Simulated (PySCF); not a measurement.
Si(Cl)(Me)(OH)2 (CH5ClO2Si), SMILES C[Si](O)(O)Cl. Geometry optimised at B3LYP-D3(BJ)/def2-SVP. Other conformers were not sampled.

Calculation: B3LYP-D3(BJ)/def2-SVP run with PySCF.

Harmonic wavenumbers (cm⁻¹): 101, 134, 185, 209, 247, 266, 304, 358, 501, 708, 763, 778, 818, 842, 918, 971, 1285, 1427, 1429, 3041, 3136, 3141, 3872, 3885. Rotational constants (GHz): 3.600, 2.327, 2.219; symmetry number 1.

Work out the zero-point energy and the ideal-gas rigid-rotor harmonic-oscillator thermochemistry at 298.15 K and 1 atm.

ZPE = ½ Σ hcν = ½ × 29318 cm⁻¹ = 41.91 kcal/mol. H − E(el) = 47.44 kcal/mol. Entropy in cal/(mol K): translation 40.07, rotation 27.25, vibration 18.64, total 85.96. G − E(el) = 21.81 kcal/mol. Cp = 28.14 cal/(mol K). Modes under 150 cm⁻¹ make the vibrational entropy uncertain.
